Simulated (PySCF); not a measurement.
**InCl and its ions**

B2PLYP; basis In def2-TZVPPD with ECP28, Cl def2-TZVPPD; scalar-relativistic core potentials; PySCF 2.14. Neutral (UKS): singlet (closed shell), Re = 2.428 Å, ωe = 307 cm⁻¹, De = 4.56 eV, HOMO -8.09 eV, LUMO -1.03 eV.

InCl⁻ (UKS): doublet (π ↑), Re = 2.611 Å, ωe = 208 cm⁻¹, De = 1.27 eV to In + Cl⁻. The energies at the minima are -650.09356 hartree for InCl and -650.10400 for InCl⁻.

Work out the adiabatic electron affinity, without and with harmonic zero-point energies (1 hartree = 27.2114 eV, 1 eV = 8065.5 cm⁻¹), and the change of the bond length.

At B2PLYP: 0.01044 hartree = 0.284 eV between the minima; the zero-point term (307.0 − 208.0)/2 cm⁻¹ = +0.006 eV makes it 0.290 eV. Re changes by +18.3 pm against the neutral. The electron enters a π orbital; in so polar a molecule the change of length follows mostly from the change of the ionic charges.

Correlated steps freeze 9 core orbitals. Spin–orbit coupling is left out, which matters for elements this heavy, above all for dissociation energies. For an ion De counts to the pair picked by the measured ionisation energies or electron affinities, which need not be the lowest pair at this level. The highest Kohn–Sham level is positive in this anion. Much of that is self-interaction error, but it also means that the finite basis helps to hold the extra electron. B2PLYP dipoles, levels and charges come from its SCF part alone. States were picked by a PBE0 search and need not be the measured ground states.
